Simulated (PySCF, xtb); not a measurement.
C₂H₇FSi₂, SMILES [SiH2](F)/C=C\[SiH3].

GFN2-xTB in xtb at its own geometry gives an orbital gap of 3.60 eV and a dipole moment of 1.77 D.

Geometry: PBE0-D3(BJ)/def2-SVP. The structure was generated by enumeration; whether it is a known compound was not checked. The values are those of a single conformer.

### Question
What does PBE/def2-TZVP run with PySCF give? (The exact figures need the calculation; the answer reports its results.)

### Answer
gap 4.76 eV (levels -7.00 and -2.24 eV), dipole 1.89 D.
